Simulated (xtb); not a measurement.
The xtb input:
```
$ xtb mol.xyz --gfn 2 --uhf 1 --opt vtight --json

# file mol.xyz
4

F     -1.05155985    -1.22365184    -0.20024651
Ge    -0.00457101     0.10206035     0.64288725
F      1.57143122    -0.25988543    -0.22627822
F     -0.60249614     1.51958465    -0.24036564
```

Task: What does this run give for the dipole moment, total energy at the end of the optimisation?

Result: 
The dipole moment is 3.06 D and the total energy at the end of the optimisation is -16.2279 Eh.
